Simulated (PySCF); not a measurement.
C2H7ClSi2. Atoms are numbered in the order given.

```xyz
12

C     -3.3792     0.6531     0.5713
C     -2.5265     0.0228    -0.2532
Si    -0.8864    -0.7006     0.2976
Si     0.8799     0.6176    -0.5151
Cl     2.6839    -0.2709     0.0580
H     -4.3195     1.0873     0.2135
H     -3.1776     0.7598     1.6431
H     -2.7932    -0.0463    -1.3168
H     -0.7025    -2.0845    -0.2236
H     -0.8196    -0.7166     1.7856
H      0.8663     0.7175    -1.9998
H      0.8445     1.9940     0.0480
```

Geometry optimised at TPSSh-D3(BJ)/def2-SVP. The values are those of a single conformer.

Calculation: TPSSh-D3(BJ)/def2-SVP (PySCF 2.14.0).

Frequencies are harmonic and unscaled.

```
mode  ν (cm⁻¹)  IR (km/mol)  Raman (Å⁴/amu)  depolarisation  moving atoms (share of kinetic energy)
----  --------  -----------  --------------  --------------  --------------------------------------
1           40          0.3             0.9            0.74        Si 38 %, Cl 25 %, C 20 %, H 17 %
2           51          0.3             4.2            0.74        C 35 %, Si 35 %, H 20 %, Cl 10 %
3           97          1.4             3.9            0.71        H 28 %, C 25 %, Si 24 %, Cl 22 %
4          170          0.9             8.3            0.59        C 29 %, Si 25 %, H 23 %, Cl 23 %
5          261          1.2             3.1            0.24                 H 45 %, C 44 %, Si 11 %
6          358         17.7             0.5            0.52                                  H 89 %
7          415          4.9            16.4            0.16                         Si 64 %, H 26 %
8          513          7.1             7.6            0.63                 H 55 %, Si 24 %, C 20 %
9          537         82.9             8.3            0.57                        Si 53 %, Cl 41 %
10         567          2.1             3.2            0.72                  H 64 %, Si 27 %, C 8 %
11         659         24.4             2.8            0.47                 H 45 %, C 29 %, Si 26 %
12         703         11.5            11.2            0.73                          H 81 %, C 11 %
13         744         11.2            21.8            0.75                          H 87 %, C 10 %
14         761        435.9             6.7            0.63                         H 85 %, Si 10 %
15         858         20.1            12.4            0.56                         H 85 %, Si 14 %
16         931         69.5            20.2            0.74                                  H 96 %
17         952        103.4            14.4            0.75                                  H 96 %
18         986         31.2             0.3            0.75                          H 72 %, C 28 %
19        1016          6.1             6.0            0.65                          H 82 %, C 17 %
20        1042         10.7             0.8            0.67                                  H 93 %
21        1283          0.6            12.7            0.25                          H 74 %, C 26 %
22        1430         10.8            34.8            0.40                          H 80 %, C 20 %
23        1660          5.4            35.9            0.18                          C 82 %, H 18 %
24        2240        107.1           111.4            0.16                                  H 98 %
25        2248         13.3           268.5            0.23                                  H 97 %
26        2249         61.3           177.7            0.29                                  H 97 %
27        2259        168.0            29.5            0.52                                  H 96 %
28        3117         12.5            76.3            0.32                                  H 95 %
29        3130          7.3           166.0            0.20                           H 92 %, C 8 %
30        3211          9.0           117.7            0.62                          H 89 %, C 11 %
```
